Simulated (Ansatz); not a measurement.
```yaml
crystal:
  periodic: [false, false, false]
  atoms:
    - {symbol: C, position_ang: [2.417013, -1.322520, -0.074262]}
    - {symbol: N, position_ang: [1.348253, -0.420946, 0.117008]}
    - {symbol: W, position_ang: [0.023388, 0.647035, 0.338385]}
    - {symbol: F, position_ang: [-1.361863, -0.378113, -0.521184]}
    - {symbol: Cl, position_ang: [0.967517, 2.433685, 1.477311]}
    - {symbol: O, position_ang: [-0.130208, 1.678843, -1.213037]}
    - {symbol: C, position_ang: [-0.578795, 1.574034, -2.530511]}
    - {symbol: O, position_ang: [-0.884370, 0.104618, 1.880046]}
    - {symbol: C, position_ang: [-1.784467, -0.869963, 2.313244]}
    - {symbol: H, position_ang: [3.248817, -0.829680, -0.586413]}
    - {symbol: H, position_ang: [2.085993, -2.166931, -0.687222]}
    - {symbol: H, position_ang: [2.774187, -1.709558, 0.884679]}
    - {symbol: H, position_ang: [0.251923, 1.302406, -3.189151]}
    - {symbol: H, position_ang: [-1.358699, 0.809145, -2.596896]}
    - {symbol: H, position_ang: [-0.986942, 2.536214, -2.849552]}
    - {symbol: H, position_ang: [-1.242437, -1.703995, 2.769421]}
    - {symbol: H, position_ang: [-2.458256, -0.434392, 3.055237]}
    - {symbol: H, position_ang: [-2.368852, -1.238482, 1.464497]}
basis:
  gaussian: {orbitals: def2-SVPD, fitting: {mean_field: cc-pVTZ-jkfit}}
magnetization: {spin_polarized: true, initial_magnetization: 2}
hamiltonian: {xc: {name: wB97M-V}, dispersion: d2}
```

```sh
$ ansatz run in.yaml --threads 4 --pin off --events-out ev --progress --plain --max-ram 41984MiB --backend cuda --devices 0, --max-vram 37GiB
```

**Question.** How does Ansatz answer? (An estimate is asked.)

**Answer.** Computed: The input was rejected before any iteration.
```
Error: YAML parse error: error: line 25 column 48: hamiltonian.dispersion: `d2` is not `none`, `rvv10`, `d3bj`, `d3bjatm`, `d4` or a map `{method: …, s8: …, a1: …, a2_bohr: …}` (numbers without units, a2 in bohr) or `{method: …, functional: …}`
23 |   gaussian: {orbitals: def2-SVPD, fitting: {mean_field: cc-pVTZ-jkfit}}
24 | magnetization: {spin_polarized: true, initial_magnetization: 2}
25 | hamiltonian: {xc: {name: wB97M-V}, dispersion: d2}
```
